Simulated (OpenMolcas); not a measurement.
# Levels of neutral indium by method

```
Program             : OpenMolcas 26.06
Basis               : ANO-R1 [6s5p3d1f]
Scalar Hamiltonian  : X2C, finite nucleus
Active space        : 3 electrons in 4 orbitals (5s 5p)
State averaging     : 2S+1 = 4 odd, 1 root (0 in the spin-orbit step); 2S+1 = 2 odd, 3 roots; 2S+1 = 4 even, 3 roots
Spin-orbit coupling : state interaction with AMFI integrals over the reference wave functions, term energies averaged over their components
```

Methods on the same reference wave functions:
A. CASSCF
B. SS-CASPT2, IPEA 0.25 Eh, imaginary shift 0.1 Eh (closed shells correlated: 4d)

Energies in cm-1 above 5s2 5p 2P* 1/2, the measured ground level; measured values from NIST Handbook of Basic Atomic Spectroscopic Data.

| Level | A | B | Measured |
| --- | --- | --- | --- |
| 5s2 5p 2P* 1/2 | 0.0 | 0.0 | 0.0 |
| 5s2 5p 2P* 3/2 | 2049 | 2049 | 2213 |
| 5s 5p2 4P 1/2 | 27020 | 32823 | 34978 |
| 5s 5p2 4P 3/2 | 27784 | 33587 | 36021 |
| 5s 5p2 4P 5/2 | 29058 | 34861 | 37452 |

Deviations, from unrounded energies. A percentage is the sum of absolute deviations over the sum of measured energies, with the sign that they share, or ± where signs differ.

| Against measurement | Levels | A | B |
| --- | --- | --- | --- |
| mean absolute deviation (cm-1) | 4 | 6200 | 1800 |
| fine structure of the ground term (%) | 1 | -7.4 | -7.4 |
| other configurations (%) | 3 | -22.7 | -6.6 |

B lies closest to measurement on these levels. The largest miss of B in the table is 5s 5p2 4P 5/2, by -2600 cm-1. The ranking rests on the paired levels alone, and a cruder setting can come out closer through cancelling errors.

The lowest spin-free term lies below A's lowest term by 0.362 hartree in B.

Some high roots are left out of the spin-orbit mixing, which shifts the levels that they would mix with. Terms of s pⁿ other than that of highest spin mix with s² pⁿ⁻² d, which this space lacks; all of them can be thousands of cm-1 off, and some have no real level of that name. Without dynamic correlation excited terms often stand tens of per cent too high (terms of higher spin than the ground term too low), and those without a measured partner can miss by more than the paired ones (holds for A). Computed and measured levels are paired by configuration, term and J; levels that our copy of the source lacks, or whose pairing is in doubt (as where it misses far off the trend of its configuration), stay unpaired and out of the deviations. Levels of configurations outside the active space are missing.

* marks odd parity.
